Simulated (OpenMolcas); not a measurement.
Ti3+ among 6 point charges of -2.2 e arranged as an octahedron (Oh), 1.91 Å from the ion.

| Property | Result |
| --- | --- |
| Program | OpenMolcas |
| Method | SS-CASPT2, IPEA 0.25 Eh, imaginary shift 0.1 Eh (closed shells correlated: 3s 3p) |
| Basis | ANO-RCC-VDZP [5s4p2d1f] |
| Scalar Hamiltonian | DKH2, point nucleus |
| Active space | 1 electron in 5 orbitals (3d) |
| State averaging | 2S+1 = 2 even, 5 roots |
| Spin-orbit coupling | state interaction with AMFI integrals over the reference wave functions |

Question: What is the spin-free ground state (labels of O, the rotations of Oh)?

Answer: 2T2, 3-fold in its orbital part, 100 % from free-ion D terms; it has the highest spin that d1 allows.

Question: Where is the first state of the same spin?

Answer: 2E at 11200 cm-1 above the ground state.

Question: What are the lowest two levels with spin-orbit coupling?

Answer: A 4-fold level Γ8, then a 2-fold level Γ7 210 cm-1 above it. Their leading multiplicities are 2 (100 %) and 2 (100 %).

Question: What is χT at 300 K, and how does it compare with the textbook value?

Answer: The lowest level has 2S+1 = 2, for which the spin-only value is χT = S(S+1) / 2 = 0.375 cm3 K/mol (g = 2). The computed 0.468 at 300 K differs by +0.093, through orbital momentum, spin-orbit coupling and any other state in reach. With a threefold ground state the orbital momentum is unquenched, so the spin-only value is not expected to hold.

Question: Which ligand-field parameters describe the states?

Answer: The gap between the two states is 10Dq = 11153 cm-1. 

Roots that are degenerate in the reference are averaged as groups; the widest CASPT2 spread within a group is 18 cm-1 (the 2-fold group of multiplicity 2 near 11200 cm-1 above the lowest state of its run). Shifts and gaps below about the spread of the groups concerned are not significant. An orbital triplet at a regular site is open to Jahn-Teller coupling, which can distort the site and quench the lowest spin-orbit gaps and is left out. Free-ion shares, where given, are those of the reference states; single-state CASPT2 does not remix them. Point charges carry no covalency, so the field is a model and not that of real ligands. No measured value stands beside these numbers.
